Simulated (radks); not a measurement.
The numbers below are computed, except where a source is named.
Successive ionisation energies (eV) of one element, from differences of total energies of ions in their ground configurations, starting at charge 22: 750.39, 787.67, 825.31, 863.27, 928.59, 968.23, 1067.9, 1108.0, 1908.2, 1999.2, 2091.7, 2185.7, 2281.1, 2378.1, 2500.7, 2601.7, 2704.1, 2807.9, 3092.6, 3184.3, 3276.6, 3369.3. Code: a radial shooting solver on a logarithmic mesh with Libxc functionals. Model: Dirac Kohn-Sham, BLYP, spin-unpolarised, spherical densities, finite nucleus; open shells fill j = l - 1/2 first; Fermi nuclear charge, rms radius 4.8771 fm. Which element is it?

Answer. Cerium (Z = 58). The first species listed is Ce22+ in [Kr], the last Ce43+ in [Ne] 3s2 3p3.
